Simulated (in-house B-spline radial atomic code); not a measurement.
Multiplet parameters of the 3d6 shell in Nb XVIII (Nb17+) ([Ar] 3d6). Computed with an all-electron radial atomic-structure program (B-spline basis): non-relativistic Hartree-Fock, average of configuration, point nucleus.

Slater integrals: F^2 = 258207 cm⁻¹, F^4 = 165502 cm⁻¹. Central-field spin-orbit parameter ζ(3d) = 11340 cm⁻¹ (bare central field on non-relativistic orbitals, without two-electron terms: too large for light atoms, too small for heavy ones).

Problem. What are Racah's B and C?

Solution. B = F^2/49 - 5F^4/441 = 3393 cm⁻¹, C = 35F^4/441 = 13135 cm⁻¹, C/B = 3.87.

Problem. Where do the terms lie in LS coupling, without spin-orbit interaction?

Solution. In cm⁻¹ above the Hund's-rule term (some of the terms):
| term | expression | energy |
| --- | --- | --- |
| 5D | 0B + 0C | 0 |
| 3H | 4B + 4C | 66113 |
| 3G | 9B + 4C | 83078 |
| 3D | 16B + 4C | 106830 |
| 1I | 6B + 6C | 99169 |

Problem. How far can these numbers be trusted?

Solution. Fits to spectra need these integrals scaled down, since correlation screens the repulsion. Here ζ is 3.34 times B, so the coupling is intermediate: spin-orbit interaction mixes the terms, and LS labels name only the largest part.
